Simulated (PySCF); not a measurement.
A run for PySCF: R-M06-2X/def2-TZVPP on ClHSSn (SMILES [SH][Sn][Cl]), a point of a torsion scan. Elements past Kr take the def2 small-core potentials; no spin–orbit coupling.

```python
from pyscf import gto, dft

mol = gto.M(
    atom='''
    S    -1.40856815    0.48025626    0.46151081
    Sn    0.89409918    0.91044072   -0.30680509
    Cl    0.94114312    3.25279414   -0.00641564
    H    -1.65869334   -0.58639020   -0.29241518
    ''',
    basis='def2-tzvpp',
    ecp={'Sn': 'def2-tzvpp'},
    charge=0, spin=0, verbose=4, max_memory=1800)
mf = dft.RKS(mol, xc='m062x').density_fit(auxbasis='def2-universal-jkfit')
mf.grids.level = 4
mf.conv_tol = 1e-9
mf.max_cycle = 150
mf.kernel()
mf.dip_moment()
```

It printed:

```
PySCF version 2.14.0

[INPUT] verbose = 4
[INPUT] num. atoms = 4
[INPUT] num. electrons = 56
[INPUT] charge = 0
[INPUT] spin (= nelec alpha-beta = 2S) = 0
[INPUT] symmetry False subgroup None
[INPUT] Mole.unit = angstrom
[INPUT] Symbol           X                Y                Z      unit          X                Y                Z       unit  Magmom
[INPUT]  1 S     -1.408568150000   0.480256260000   0.461510810000 AA   -2.661808031285   0.907552801008   0.872129034426 Bohr   0.0
[INPUT]  2 Sn     0.894099180000   0.910440720000  -0.306805090000 AA    1.689602578398   1.720483613452  -0.579777593723 Bohr   0.0
[INPUT]  3 Cl     0.941143120000   3.252794140000  -0.006415640000 AA    1.778502740819   6.146890064190  -0.012123802514 Bohr   0.0
[INPUT]  4 H     -1.658693340000  -0.586390200000  -0.292415180000 AA   -3.134476137240  -1.108116880129  -0.552584604865 Bohr   0.0

nuclear repulsion = 210.864851210966
number of shells = 50
number of NR pGTOs = 233
number of NR cGTOs = 148
basis = def2-tzvpp
ecp = {'Sn': 'def2-tzvpp'}


******** <class 'pyscf.df.df_jk.DFRKS'> ********
method = DFRKS
initial guess = minao
damping factor = 0
level_shift factor = 0
DIIS = <class 'pyscf.scf.diis.CDIIS'>
diis_start_cycle = 1
diis_space = 8
diis_damp = 0
SCF conv_tol = 1e-09
SCF conv_tol_grad = None
SCF max_cycles = 150
direct_scf = False
XC library pyscf.dft.libxc version 7.1.2
    S. Lehtola, C. Steigemann, M. J. T. Oliveira, and M. A. L. Marques,  SoftwareX 7, 1–5 (2018)
XC functionals = m062x
    Y. Zhao and D. G. Truhlar,  Theor. Chem. Acc. 120, 215 (2008)
    Y. Zhao and D. G. Truhlar,  Theor. Chem. Acc. 120, 215 (2008)
radial grids:
    Treutler-Ahlrichs [JCP 102, 346 (1995); DOI:10.1063/1.469408] (M4) radial grids

becke partition: Becke, JCP 88, 2547 (1988); DOI:10.1063/1.454033
pruning grids: <function nwchem_prune>
grids dens level: 4
symmetrized grids: False
atomic radii adjust function: <function treutler_atomic_radii_adjust>
small_rho_cutoff = 0
Set gradient conv threshold to 3.16228e-05
Initial guess from minao.
tot grids = 105216
******** <class 'pyscf.df.df.DF'> ********
auxbasis = def2-universal-jkfit
init E= -1036.41797164166
  HOMO = -0.60218891913688  LUMO = -0.525424401602569  gap/eV = 2.08887
cycle= 1 E= -1071.88645661627  delta_E= -35.5  |g|= 2.57  |ddm|= 30.7
  HOMO = -0.0998504854357497  LUMO = -0.0480399308716922  gap/eV = 1.40984
cycle= 2 E= -1070.01635681168  delta_E= 1.87  |g|= 3.37  |ddm|= 9.71
  HOMO = -0.234157384041881  LUMO = -0.0908984909470172  gap/eV = 3.89827
cycle= 3 E= -1073.16688223014  delta_E= -3.15  |g|= 0.604  |ddm|= 7.41
  HOMO = -0.285477161627789  LUMO = -0.0735158971119689  gap/eV = 5.76776
cycle= 4 E= -1073.27435824402  delta_E= -0.107  |g|= 0.377  |ddm|=  1.1
  HOMO = -0.295784541456819  LUMO = -0.0693551624932572  gap/eV = 6.16146
cycle= 5 E= -1073.3113985258  delta_E= -0.037  |g|= 0.0656  |ddm|= 0.406
  HOMO = -0.304692094145191  LUMO = -0.0782811677847615  gap/eV = 6.16096
cycle= 6 E= -1073.31293577514  delta_E= -0.00154  |g|= 0.0251  |ddm|= 0.128
  HOMO = -0.304206854988538  LUMO = -0.0778669437892657  gap/eV = 6.15902
cycle= 7 E= -1073.31317172186  delta_E= -0.000236  |g|= 0.00861  |ddm|= 0.0488
  HOMO = -0.303996102883545  LUMO = -0.0778228951792267  gap/eV = 6.15449
cycle= 8 E= -1073.31320304518  delta_E= -3.13e-05  |g|= 0.00239  |ddm|= 0.0132
  HOMO = -0.304008976320247  LUMO = -0.0777703040076665  gap/eV = 6.15627
cycle= 9 E= -1073.31320804435  delta_E= -5e-06  |g|= 0.000967  |ddm|= 0.00559
  HOMO = -0.303961440687784  LUMO = -0.0778344058926828  gap/eV = 6.15323
cycle= 10 E= -1073.31320889161  delta_E= -8.47e-07  |g|= 0.000335  |ddm|= 0.00268
  HOMO = -0.303949825194678  LUMO = -0.0778515069226986  gap/eV = 6.15245
cycle= 11 E= -1073.313208956  delta_E= -6.44e-08  |g|= 0.000123  |ddm|= 0.000756
  HOMO = -0.30394729912692  LUMO = -0.0778427562352902  gap/eV = 6.15262
cycle= 12 E= -1073.31320896072  delta_E= -4.71e-09  |g|= 3.34e-05  |ddm|= 0.000186
  HOMO = -0.3039474070583  LUMO = -0.0778433541477119  gap/eV = 6.15260
cycle= 13 E= -1073.3132089612  delta_E= -4.8e-10  |g|= 9.81e-06  |ddm|= 6.43e-05
  HOMO = -0.303946718747784  LUMO = -0.0778430337784326  gap/eV = 6.15259
Extra cycle  E= -1073.31320896125  delta_E= -4.98e-11  |g|= 6.62e-06  |ddm|= 2.28e-05
converged SCF energy = -1073.31320896125
Dipole moment(X, Y, Z, Debye):  1.39035, -2.80411, -1.22398
```

Self-consistency was reached.

Cost: around 19 core-seconds (rough).
